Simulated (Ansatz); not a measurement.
The same path of FGeH3 + H2Se (8 atoms, charge 0, multiplicity 1) was run twice with different band settings. Lost on the way: Ge1–F2, H6–Se7. Made: Ge1–Se7, F2–H6.

These are results of RKS B3LYP-D4/def2-SVP (Ansatz), not measurements.

Relaxed end points:

```xyz
8
Properties=species:S:1:pos:R:3
Ge -0.738 -0.218 -1.326
F -0.319 -1.288 0.012
H -0.367 1.202 -0.872
H -2.248 -0.399 -1.554
H 0.097 -0.699 -2.524
H 0.440 -0.272 1.736
Se 0.887 0.877 2.546
H 2.248 0.798 1.982
```

```xyz
8
Properties=species:S:1:pos:R:3
Ge -0.387 0.516 -0.821
F -0.150 -2.233 0.768
H -0.340 1.868 -1.560
H -1.829 0.007 -0.707
H 0.551 -0.501 -1.482
H 0.106 -1.468 1.250
Se 0.311 0.857 1.456
H 1.738 0.955 1.094
```

Common settings: movable images 5; climbing image yes; spring 5.0 eV/Å²; optimiser quadratic models (default); start path through a guess of the saddle point; iteration limit 60; end points relaxed.

| run | force threshold |
| --- | --- |
| 1 | 0.05 eV/Å |
| 2 | 0.5 eV/Å |

What does each run give, and how far can it be trusted?

Run 1: converged after 9 iterations, highest image 1.313 eV above the first end. A vibrational analysis at the climbing image gives 2 clearly imaginary modes (778i, 163i cm⁻¹): a point of higher order, so a lower path passes nearby.
Run 2: converged after 4 iterations, highest image 1.375 eV above the first end. The threshold of 0.5 eV/Å is loose, so the images may lie well off the minimum-energy path. The order of the stationary point at the top wasn't checked.
The orbitals stay closed-shell, which can raise the energy where a bond breaks towards radicals; this wasn't checked here.
